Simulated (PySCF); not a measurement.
## Cu (copper, neutral) across methods

[Ar] 3d10 4s1, 2S determinant. All numbers are calculated (PySCF 2.14, the spin-free X2C one-electron Hamiltonian (Gaussian nucleus), in x2c-QZVPPall (11s7p6d4f2g, 108 functions)). The B2PLYP total includes its PT2 part (frozen core); its orbital energies are those of the SCF part.

```
method  E (hartree)  mean ε 3d α (eV)  mean ε 4s α (eV)  mean ε 3d β (eV)  Σ⟨r²⟩ (bohr²)   ⟨S²⟩
   PBE    -1654.593            -5.050            -4.993            -4.887          31.32  0.752
   UHF  -1653.19084           -12.990            -6.693           -13.113          31.69  0.752
 wB97X    -1654.862            -9.744            -7.377            -9.644          31.01  0.750
  PBE0    -1654.570            -7.088            -5.538            -6.999          30.99  0.752
B2PLYP    -1654.538            -9.261            -5.975            -9.235          31.06  0.751
r2SCAN    -1654.787            -5.051            -5.291            -4.905          30.85  0.754
   LDA    -1651.971            -5.332            -5.174            -5.178          30.99  0.752
  TPSS    -1654.847            -4.940            -4.969            -4.761          31.16  0.754
```
